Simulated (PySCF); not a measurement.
Au₂H₄S₂Si₂, SMILES [Au][S][SiH2][SiH2][S][Au], multiplicity 1. Atoms are numbered in the order given.

```xyz
10

Au     0.0863    -4.4066    -0.0002
S     -1.0559    -2.4570    -0.0032
Si     0.5650    -1.0359     0.0037
Si    -0.5650     1.0359     0.0037
S      1.0559     2.4570    -0.0032
Au    -0.0863     4.4066    -0.0002
H      1.4370    -1.1337    -1.2060
H      1.4302    -1.1376     1.2180
H     -1.4302     1.1376     1.2180
H     -1.4370     1.1337    -1.2060
```

The structure is a stationary point at r2SCAN-D4/def2-SVP. The multiplicity is an assumed one; no other spin state was optimised. The def2 effective core potentials stand for the cores of Au; spin–orbit coupling is left out. One conformer was computed; it need not be the lowest.

Level of theory: r2SCAN-D4/def2-SVP (PySCF).

Frequencies are harmonic and unscaled.

Estimate the vibrational spectrum. (An estimate is asked for; the answer gives what the named calculation found.)


```csv
mode,ν (cm⁻¹),IR (km/mol),moving atoms (share of kinetic energy)
1,15,5.1,S 82 %
2,19,0.0,"Si 72 %, Au 17 %, H 9 %"
3,28,0.6,"Si 46 %, S 29 %, Au 22 %"
4,50,0.0,"Si 56 %, S 25 %, H 15 %"
5,50,0.0,"Au 88 %, S 11 %"
6,104,0.0,"S 52 %, Si 36 %"
7,118,4.1,"Si 65 %, Au 13 %, S 12 %, H 9 %"
8,358,3.0,"S 85 %, Au 13 %"
9,368,0.0,"S 85 %, Au 11 %"
10,378,17.3,H 95 %
11,435,0.0,"Si 87 %, H 9 %"
12,486,90.1,"Si 51 %, S 47 %"
13,502,0.0,"Si 54 %, S 43 %"
14,555,0.0,"H 77 %, Si 21 %"
15,640,6.5,H 94 %
16,675,0.0,H 99 %
17,706,413.7,H 90 %
18,796,0.0,"H 89 %, Si 11 %"
19,935,0.0,H 96 %
20,944,143.3,H 96 %
21,2204,102.0,H 98 %
22,2205,0.0,H 98 %
23,2207,0.0,H 96 %
24,2216,143.3,H 95 %
```
